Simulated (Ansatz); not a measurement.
Input for Ansatz (an electronic-structure program): U-PBE/def2-TZVPP on MgTa, 2S+1 = 6, a spin state set in the input, which need not be the lowest, a point of a bond scan (R = 2.826 Å). Elements past Kr take the def2 small-core potentials; no spin–orbit coupling.

Ansatz 0.2 input:
```yaml
crystal:
  periodic: [false, false, false]
  atoms:
    - {symbol: Ta, position_ang: [0.00000000, 0.00000000, 0.00000000]}
    - {symbol: Mg, position_ang: [0.00000000, 0.00000000, 2.82573700]}
basis:
  gaussian:
    orbitals: def2-TZVPP
    pivot_positions_ang: [[0.00000000, 0.00000000, 0.00000000], [0.00000000, 0.00000000, 2.82573700]]
hamiltonian:
  xc: {name: PBE}
magnetization: {spin_polarized: true, initial_magnetization: 5}
output: {forces: true, orbitals: {seedname: ./end}}
```

Output:

```
WARN ansatz: RAYON_NUM_THREADS=1 ignored (pool sized by the plan → 1); use --threads N
Functional definition: PBE
integrals: 0.02 GiB planned
625 factors; their error is unknown
mean field: 0.25 GiB planned
mean field evaluation 1: about -6978.6452 eV, gradient 3.3e1 eV
mean field evaluation 2: about -6895.3081 eV, gradient 7.0e1 eV
mean field evaluation 4: about -6979.9693 eV, gradient 2.9e1 eV
mean field evaluation 8: about -6988.5268 eV, gradient 2.3e-1 eV
mean field evaluation 16: about -6988.5152 eV, gradient 1.3e-4 eV
mean field evaluation 32: about -6988.5174 eV, gradient 2.9e-4 eV
mean field evaluation 64: about -6988.4862 eV, gradient 1.3e0 eV
mean field evaluation 96: about -6988.2644 eV, gradient 6.0e-1 eV
mean field evaluation 128: about -6985.2719 eV, gradient 1.0e1 eV
mean field evaluation 160: about -6988.5151 eV, gradient 4.2e-2 eV
mean field evaluation 192: about -6988.2936 eV, gradient 1.3e0 eV
mean field -6988.51741847 eV, -256.8232781414 hartree, gradient 6.2e-6 eV, S^2 8.757997; 15 other end points of the search recorded, 0 dependent functions left out
the calculation of the forces begins
reference -6988.51745152 eV, -256.8232793562 hartree; 15, 10 occupied and 73, 78 virtual orbitals, 625 factors
Total energy: -6988.51745152 eV, -256.8232793562 hartree
Atom 0 at     0.000000     0.000000     0.000000 Å, force     0.000000    -0.000000     0.048569 eV/Å
Atom 1 at     0.000000     0.000000     2.825737 Å, force    -0.000000     0.000000    -0.048569 eV/Å
Dipole moment:     0.000000     0.000000    -0.068350 e Å
```

The run converged.

Cost: very roughly 18 core-seconds.
